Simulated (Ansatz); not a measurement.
Cartesian coordinates in Å:
```
C 0.735 1.676 0.956
C 0.457 0.975 -0.365
In -0.464 -0.945 -0.122
N -1.157 -2.375 -1.344
Cl -1.027 -1.530 2.093
H 1.187 2.658 0.786
H 1.419 1.103 1.585
H -0.177 1.827 1.537
H 1.373 0.822 -0.941
H -0.215 1.561 -0.998
H -1.375 -3.268 -0.928
H -0.756 -2.504 -2.260
```

The species carries charge 0 and has multiplicity 1. In: def2 effective core potential.

(1) List the PBE0/def2-TZVPP orbital energies in eV (the Gaussian-basis code of Ansatz). (An estimate is asked.)

Answers

(1) Computed: Occupied: -2766.19, -390.82, -278.68, -278.16, -258.02, -196.28, -196.18, -196.17, -128.36, -84.85, -84.64, -84.51, -23.46, -22.23, -21.87, -21.40, -21.31, -21.03, -20.97, -20.43, -17.30, -13.20, -12.70, -12.35, -11.58, -10.80, -10.07, -9.37, -8.42, -8.36, -7.86, -7.27. Lowest empty: -0.92, -0.62, 0.41, 0.85, 1.70, 1.99, 2.55, 2.81.
